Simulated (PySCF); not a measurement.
# First hyperpolarisability: SMILES O/C=C/c1ncncn1, C5H5N3O

Geometry:
```
atom   x (Å)   y (Å)   z (Å)
  O1   3.344  -0.761   0.298
  C2   2.016  -0.740   0.298
  C3   1.233   0.305  -0.040
  C4  -0.213   0.222  -0.007
  N5  -0.902   1.319  -0.363
  C6  -2.220   1.197  -0.318
  N7  -2.896   0.109   0.042
  C8  -2.118  -0.920   0.376
  N9  -0.797  -0.928   0.373
 H10   3.686   0.098   0.016
 H11   1.572  -1.690   0.610
 H12   1.652   1.264  -0.356
 H13  -2.810   2.078  -0.604
 H14  -2.622  -1.846   0.682
```

Method: quadratic response CAM-B3LYP/aug-cc-pVDZ first hyperpolarisability, Taylor convention, gas phase in PySCF 2.14.0. Geometry: PBE0-D3(BJ)/def2-SVP.

What is the first hyperpolarisability, and how does it disperse?

In au, Taylor convention; the vector part is βᵢ = ⅓ Σⱼ (βᵢⱼⱼ + βⱼᵢⱼ + βⱼⱼᵢ); β∥ is 3/5 of the vector part along the dipole, the dipole points from − to +:
| process | λ (nm) | β vector norm | β∥ | β HRS | depolarisation ratio |
| --- | --- | --- | --- | --- | --- |
| static β(0;0,0) | ∞ | 856.4 | 479.2 | 365.1 | 4.56 |
| second harmonic β(−2ω;ω,ω) | 1907 | 933.4 | 522.5 | 397.6 | 4.58 |
| Pockels β(−ω;ω,0) | 1907 | 880.8 | 492.9 | – | – |
| second harmonic β(−2ω;ω,ω) | 1064 | 1152.2 | 645.5 | 489.6 | 4.62 |
| Pockels β(−ω;ω,0) | 1064 | 939.3 | 525.8 | – | – |

Which lowest excitations, dipole and polarisabilities go with it?

S1 4.61 eV (f = 0.001); S2 4.83 eV (f = 0.003); S3 4.88 eV (f = 0.003); dipole 2.06 D; isotropic α 89.0 au static, 89.4 au at 1907 nm, 90.5 au at 1064 nm, 90.9 au at 953.5 nm, 95.8 au at 532 nm.
